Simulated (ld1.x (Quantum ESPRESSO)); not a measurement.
**Building the TM potential for tellurium (Te) (PBEsol, scalar-relativistic).**

ld1.x (Quantum ESPRESSO) 7.5 was run on this input:

```
&input
   title='Te', zed=52., rel=1, dft='PBESOL', iswitch=3,
   config='[Kr] 4d10 5s2 5p3.5 5d-2',
   nld=3, rlderiv=2.50, eminld=-3.0, emaxld=5.0, deld=0.02
 /
 &inputp
   pseudotype=2, tm=.true., lloc=-1, rcloc=2.10,
   nlcc=.false.,
   file_pseudopw='Te.UPF', file_wfcaegen='ae.wfc', file_wfcncgen='nc.wfc', file_beta='beta', file_chi='chi'
 /
3
5S  1  0   2.00   0.00  1.50  1.50  0.0
5P  2  1   3.50   0.00  2.30  2.30  0.0
5D  3  2  -2.00  -0.10  2.10  2.10  0.0
 &test
   configts(1)='5s2 5p3.5'
 /
```

Command:

```bash
ld1.x < Te.in > Te.out
```

Resulting log (shortened: banner, matrices, multipoles, cross overlaps and the repeated all-electron block are left out):

```
Program LD1 v.7.5
     --------------------------- All-electron run ----------------------------

     Te
     scalar relativistic calculation

     atomic number is 52.00
     dft =PBESOL   lsd =0 sic =0 latt =0  beta=0.20 tr2=1.0E-14
     Exchange-correlation= PBESOL
                           (   1   4  10   8   0   0   0)
     mesh =1245 r(mesh) =  99.36066 a.u. xmin = -7.00 dx = 0.01250
     1 Ry =  13.60569312 eV, c = 137.03599908

     n l     nl                  e(Ry)          e(Ha)          e(eV)
     1 0     1S 1( 2.00)     -2323.8552     -1161.9276    -31617.6614
     2 0     2S 1( 2.00)      -356.6536      -178.3268     -4852.5199
     2 1     2P 1( 6.00)      -320.2475      -160.1237     -4357.1891
     3 0     3S 1( 2.00)       -71.2135       -35.6068      -968.9095
     3 1     3P 1( 6.00)       -59.3813       -29.6907      -807.9238
     4 0     4S 1( 2.00)       -12.3841        -6.1920      -168.4942
     4 1     4P 1( 6.00)        -8.7154        -4.3577      -118.5795
     3 2     3D 1(10.00)       -41.4796       -20.7398      -564.3588
     4 2     4D 1(10.00)        -3.3753        -1.6877       -45.9239
     5 0     5S 1( 2.00)        -1.4105        -0.7053       -19.1914
     5 1     5P 1( 3.50)        -0.7138        -0.3569        -9.7122

     final scf error:  1.1E-15 reached in  26 iterations

     Etot =  -13582.886740 Ry,   -6791.443370 Ha, -184804.588705 eV

     Ekin =   14230.734542 Ry,    7115.367271 Ha,  193619.007095 eV
     Encl =  -32848.055743 Ry,  -16424.027871 Ha, -446920.566125 eV
     Eh   =    5379.374337 Ry,    2689.687168 Ha,   73190.116420 eV
     Exc  =    -344.939876 Ry,    -172.469938 Ha,   -4693.146095 eV

     normalization and overlap integrals

     s(1S/1S) =  1.000000  <r> =   0.0278  <r2> =    0.0010  r(max) =   0.0178
     s(2S/2S) =  1.000000  <r> =   0.1199  <r2> =    0.0169  r(max) =   0.1014
     s(2P/2P) =  1.000000  <r> =   0.1048  <r2> =    0.0134  r(max) =   0.0810
     s(3S/3S) =  1.000000  <r> =   0.3223  <r2> =    0.1187  r(max) =   0.2934
     s(3P/3P) =  1.000000  <r> =   0.3204  <r2> =    0.1191  r(max) =   0.2861
     s(4S/4S) =  1.000000  <r> =   0.7647  <r2> =    0.6610  r(max) =   0.7038
     s(4P/4P) =  1.000000  <r> =   0.8212  <r2> =    0.7693  r(max) =   0.7399
     s(3D/3D) =  1.000000  <r> =   0.2969  <r2> =    0.1044  r(max) =   0.2372
     s(4D/4D) =  1.000000  <r> =   0.9719  <r2> =    1.1109  r(max) =   0.8076
     s(5S/5S) =  1.000000  <r> =   2.0569  <r2> =    4.7923  r(max) =   1.7749
     s(5P/5P) =  1.000000  <r> =   2.5605  <r2> =    7.5262  r(max) =   2.1410

     ------------------------ End of All-electron run ------------------------

     --------------------- Generating NC pseudopotential ---------------------

      Generating local potential from pseudized AE potential:
      Matching radius rcloc =   2.1000

      Local pseudo, rcloc= 2.114 Estimated cut-off energy=     5.45 Ry

      Wfc   5S  rcut= 1.490  Using Troullier-Martins method

      Wfc   5P  rcut= 2.279  Using Troullier-Martins method

      Wfc   5D  rcut= 2.114  Using Troullier-Martins method

     ------------------- End of pseudopotential generation -------------------

     Computing logarithmic derivative in   2.50309
     Message from routine run_pseudo:
     Warning: convergence not achieved
     Computing logarithmic derivative in   2.50309
     Computing the partial wave expansion
     R is outside the sphere for l=    0 j= 0.00
     R is outside the sphere for l=    1 j= 0.00
     R is outside the sphere for l=    2 j= 0.00

     ---------------------- Testing the pseudopotential ----------------------

     Te
     scalar relativistic calculation

     atomic number is 52.00   valence charge is  6.00
     dft =PBESOL   lsd =0 sic =0 latt =0  beta=0.20 tr2=1.0E-14
     mesh =1245 r(mesh) =  99.36066 xmin = -7.00 dx = 0.01250

     n l     nl             e AE (Ry)        e PS (Ry)    De AE-PS (Ry)
     1 0     5S   1( 2.00)       -1.41054       -1.41054       -0.00000
     2 1     5P   1( 3.50)       -0.71383       -0.71383        0.00000

     eps = 1.7E-11  iter =201

     Etot =  -13582.886740 Ry,   -6791.443370 Ha, -184804.588705 eV
     Etotps =   -15.862936 Ry,      -7.931468 Ha,    -215.826243 eV

     Ekin =       4.442857 Ry,       2.221428 Ha,      60.448144 eV
     Encl =     -31.634576 Ry,     -15.817288 Ha,    -430.410328 eV
     Ehrt =      11.460589 Ry,       5.730295 Ha,     155.929262 eV
     Ecxc =      -3.061992 Ry,      -1.530996 Ha,     -41.660527 eV
     Epseu=       2.930186 Ry,       1.465093 Ha,      39.867206 eV

     ---------------------- End of pseudopotential test ----------------------
```

Generation and configuration tests took about 4.3 s on one core of a shared server CPU.

Transferability test of the new file with ld1.x, input:

```
&input
   title='Te', zed=52., rel=1, dft='PBESOL', iswitch=2,
   config='[Kr] 4d10 5s2 5p3.5 5d-2'
 /
 &test
   file_pseudo='Te.UPF', nconf=8,
   configts(1)='5s2 5p3.5',
   configts(2)='5s2 5p4',
   configts(3)='5s2 5p3',
   configts(4)='5s2 5p2',
   configts(5)='5s0 5p6',
   configts(6)='5s2 5p4.3',
   configts(7)='5s2 5p1',
   configts(8)='5s1 5p4'
 /
```

```bash
ld1.x < Te.test.in > Te.test.out
```

Pseudopotential blocks of its output, shortened (energy terms left out; the distinct warnings before each block abridged to one line each):

```
     Warning: convergence not achieved
     ---------------------- Testing the pseudopotential ----------------------

     n l     nl             e AE (Ry)        e PS (Ry)    De AE-PS (Ry)
     1 0     5S   1( 2.00)       -1.41054       -1.41054       -0.00000
     2 1     5P   1( 3.50)       -0.71383       -0.71383        0.00000

     eps = 9.8E-12  iter =201

     Etot =  -13582.886740 Ry,   -6791.443370 Ha, -184804.588705 eV
     Etotps =   -15.862936 Ry,      -7.931468 Ha,    -215.826243 eV

     ---------------------- End of pseudopotential test ----------------------

          Warning: convergence not achieved
     ---------------------- Testing the pseudopotential ----------------------

     n l     nl             e AE (Ry)        e PS (Ry)    De AE-PS (Ry)
     1 0     5S   1( 2.00)       -1.11363       -1.11389        0.00026
     2 1     5P   1( 4.00)       -0.43862       -0.43867        0.00006

     eps = 1.3E-11  iter =201

     Etot =  -13583.173909 Ry,   -6791.586954 Ha, -184808.495841 eV
     Etotps =   -16.150193 Ry,      -8.075097 Ha,    -219.734576 eV
     dEtot_ae =      -0.287169 Ry
     dEtot_ps =      -0.287257 Ry,   Delta E=       0.000088 Ry

     ---------------------- End of pseudopotential test ----------------------

          Warning: convergence not achieved
     ---------------------- Testing the pseudopotential ----------------------

     n l     nl             e AE (Ry)        e PS (Ry)    De AE-PS (Ry)
     1 0     5S   1( 2.00)       -1.72772       -1.72738       -0.00034
     2 1     5P   1( 3.00)       -1.00816       -1.00810       -0.00007

     eps = 8.0E-12  iter =201

     Etot =  -13582.457072 Ry,   -6791.228536 Ha, -184798.742778 eV
     Etotps =   -15.433178 Ry,      -7.716589 Ha,    -209.979081 eV
     dEtot_ae =       0.429668 Ry
     dEtot_ps =       0.429758 Ry,   Delta E=      -0.000091 Ry

     ---------------------- End of pseudopotential test ----------------------

          Warning: convergence not achieved
     ---------------------- Testing the pseudopotential ----------------------

     n l     nl             e AE (Ry)        e PS (Ry)    De AE-PS (Ry)
     1 0     5S   1( 2.00)       -2.41080       -2.40947       -0.00133
     2 1     5P   1( 2.00)       -1.64323       -1.64290       -0.00033

     eps = 5.3E-13  iter =201

     Etot =  -13581.136391 Ry,   -6790.568195 Ha, -184780.773992 eV
     Etotps =   -14.112322 Ry,      -7.056161 Ha,    -192.007925 eV
     dEtot_ae =       1.750349 Ry
     dEtot_ps =       1.750614 Ry,   Delta E=      -0.000265 Ry

     ---------------------- End of pseudopotential test ----------------------

          ---------------------- Testing the pseudopotential ----------------------

     n l     nl             e AE (Ry)        e PS (Ry)    De AE-PS (Ry)
     1 0     5S   1( 0.00)       -1.22087       -1.21592       -0.00495
     2 1     5P   1( 6.00)       -0.51712       -0.51622       -0.00090

     eps = 5.1E-16  iter =  9

     Etot =  -13581.794612 Ry,   -6790.897306 Ha, -184789.729551 eV
     Etotps =   -14.773787 Ry,      -7.386893 Ha,    -201.007611 eV
     dEtot_ae =       1.092128 Ry
     dEtot_ps =       1.089149 Ry,   Delta E=       0.002978 Ry

     ---------------------- End of pseudopotential test ----------------------

          Warning: convergence not achieved
     ---------------------- Testing the pseudopotential ----------------------

     n l     nl             e AE (Ry)        e PS (Ry)    De AE-PS (Ry)
     1 0     5S   1( 2.00)       -0.94720       -0.94758        0.00038
     2 1     5P   1( 4.30)       -0.28440       -0.28449        0.00008

     eps = 2.3E-12  iter =201

     Etot =  -13583.282113 Ry,   -6791.641056 Ha, -184809.968027 eV
     Etotps =   -16.258442 Ry,      -8.129221 Ha,    -221.207373 eV
     dEtot_ae =      -0.395373 Ry
     dEtot_ps =      -0.395506 Ry,   Delta E=       0.000133 Ry

     ---------------------- End of pseudopotential test ----------------------

          ---------------------- Testing the pseudopotential ----------------------

     n l     nl             e AE (Ry)        e PS (Ry)    De AE-PS (Ry)
     1 0     5S   1( 2.00)       -3.14526       -3.14204       -0.00322
     2 1     5P   1( 1.00)       -2.32733       -2.32582       -0.00151

     eps = 6.4E-15  iter =152

     Etot =  -13579.155171 Ry,   -6789.577586 Ha, -184753.818130 eV
     Etotps =   -12.131333 Ry,      -6.065667 Ha,    -165.055196 eV
     dEtot_ae =       3.731568 Ry
     dEtot_ps =       3.731603 Ry,   Delta E=      -0.000035 Ry

     ---------------------- End of pseudopotential test ----------------------

          Warning: convergence not achieved
     ---------------------- Testing the pseudopotential ----------------------

     n l     nl             e AE (Ry)        e PS (Ry)    De AE-PS (Ry)
     1 0     5S   1( 1.00)       -1.78516       -1.78309       -0.00207
     2 1     5P   1( 4.00)       -1.05345       -1.05274       -0.00071

     eps = 5.4E-12  iter =201

     Etot =  -13581.731441 Ry,   -6790.865720 Ha, -184788.870063 eV
     Etotps =   -14.708213 Ry,      -7.354106 Ha,    -200.115428 eV
     dEtot_ae =       1.155299 Ry
     dEtot_ps =       1.154724 Ry,   Delta E=       0.000575 Ry

     ---------------------- End of pseudopotential test ----------------------
```
